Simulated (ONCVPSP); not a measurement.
## Before and after: ONCV potential for thallium

```
Element                 : thallium (Tl)
Generator               : ONCVPSP 4.0.1
Type                    : optimised norm-conserving Vanderbilt (ONCV)
Functional              : PBEsol
Relativity              : scalar-relativistic
Frozen core             : [Xe] 4f14 5d10
Valence charge          : 3
Reference configuration : 6s2 (charge +1)
Partial waves           : 6s: rc 2.00 bohr, ncon 3, nbas 7, qcut 2.7 1/bohr, 2 projectors, debl 0.6 Ha; p scattering state at 0.16 Ha: rc 2.10 bohr, ncon 4, nbas 8, qcut 4.4 1/bohr, 3 projectors, debl 2.4 Ha; d scattering state at 0.1 Ha: rc 1.65 bohr, ncon 5, nbas 10, qcut 5.6 1/bohr, 1 projector
Local potential         : polynomial inside 1.60 bohr (lpopt 5, dvloc0 0 Ha)
Core correction         : Teter function, fcfact 3.75, rcfact 1.05
```

In the s channel the program set the typed energies aside and used -0.602, 0.250 Ha. In the p channel the program set the typed energies aside and used 0.050, 2.450, 4.850 Ha.

All-electron outer shells of the reference configuration (PBEsol, scalar-relativistic, ld1.x):

```tsv
shell	level (eV)	outermost node (bohr)	outermost maximum (bohr)
5d	-22.78	0.53	1.11
6s	-16.38	1.04	2.05
```

Change: core correction Teter function, parameters optimised by the program.

Cutoffs: the cutoffs (Ha) at which the residual kinetic energy of the hardest occupied pseudo-wave falls to 1 and 0.1 mHa per electron; they do not see the model core or the augmentation charge, which bear on the density cutoff. Errors are all-electron minus pseudo energies relative to the spin-unpolarised reference configuration.

Problem. What does the change do?

Solution. The potential gets neither clearly harder nor softer (20 Ha and 37 Ha → 20 Ha and 37 Ha); both files keep a bound ghost (p, s); of the 4 tests that both files solve, the error grows in 4 and shrinks in 0 by more than 15 % and 0.3 meV (median size 30.6 → 146.3 meV). A model core, the more so a compact one, raises the density cutoff, which this test does not measure.

```tsv
quantity	base	changed
cutoff, loose	20 Ha	20 Ha
cutoff, tight	37 Ha	37 Ha
bound ghosts	s, p	s, p
GHOST(+) flags under 300 eV	none	none
error for 6s2 6p1, meV [ΔE -5.15 eV]	+46	-228
error for 6s1, meV [ΔE 20.84 eV]	-45	-272
error for 6s2 6p0.5, meV [ΔE -3.30 eV]	+15	-65
error for 6s1 6p1, meV [ΔE 8.36 eV]	+16	-63
s: phases at 2.04 bohr within 0.05 rad from the reference energy up to (Ha; the scan ends near 5)	3.6	3.6
p: phases at 2.13 bohr within 0.05 rad from the reference energy up to (Ha; the scan ends near 5)	to the end of the scan	to the end of the scan
d: phases at 1.67 bohr within 0.05 rad from the reference energy up to (Ha; the scan ends near 5)	3.2	3.2
rms error of d²Exc/dni dnj with the model core, mHa	17.10	0.00
```

 A true bound ghost makes a file unfit for plane-wave use even where its test errors are small: the radial tests pick states by their node count and pass the ghost by.
